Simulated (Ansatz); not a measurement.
## Breaking a bond in SiH3I (SMILES [SiH3]I)

SiH3I: 5 atoms, total charge 0, spin state singlet. SMILES: `[SiH3]I`. Geometry: relaxed at PBE0-D4/def2-TZVP.

```xyz
5

Si   -0.1656    0.0693   -0.0773
I     1.9077   -0.9233    0.7378
H    -1.1444    0.0890    1.0339
H    -0.6713   -0.7557   -1.1984
H     0.1235    1.4470   -0.5373
```

The Si1–H5 distance is scanned; the parts on either side stay rigid. Basis STO-3G, 23 core orbitals frozen in the correlated methods; program Ansatz 0.2.0. FCI is exact within this basis and core. Energies in eV from each method's value at 1.481 Å; methods without a U are spin-restricted. The shape above is that at 1.481 Å.

```json
{"distance (Å)": "1.481", "HF": "0.00", "revPBE": "0.00", "PBE0": "0.00", "HSE06": "0.00", "BCCD(T)": "0.00", "CCSDT(Q)": "0.00", "FCI": "0.00"}
{"distance (Å)": "1.851", "HF": "1.65", "revPBE": "1.14", "PBE0": "1.31", "HSE06": "1.31", "BCCD(T)": "1.23", "CCSDT(Q)": "1.22", "FCI": "1.22"}
{"distance (Å)": "2.221", "HF": "4.08", "revPBE": "2.86", "PBE0": "3.26", "HSE06": "3.25", "BCCD(T)": "2.91", "CCSDT(Q)": "2.89", "FCI": "2.89"}
{"distance (Å)": "2.962", "HF": "7.99", "revPBE": "5.40", "PBE0": "6.22", "HSE06": "6.19", "BCCD(T)": "4.58", "CCSDT(Q)": "4.57", "FCI": "4.57"}
{"distance (Å)": "3.702", "HF": "9.97", "revPBE": "6.50", "PBE0": "7.56", "HSE06": "7.50", "BCCD(T)": "4.77", "CCSDT(Q)": "4.82", "FCI": "4.82"}
```

Departure from the FCI curve at its largest: HF +5.15 eV at 3.70 Å; revPBE +1.68 eV at 3.70 Å; PBE0 +2.75 eV at 3.70 Å; HSE06 +2.69 eV at 3.70 Å; BCCD(T) -0.04 eV at 3.70 Å; CCSDT(Q) within 0.005 eV. Restricted functionals keep the electrons paired too, and rise too high. Restricted Hartree–Fock keeps the electrons paired, so it rises far too high as the bond breaks.
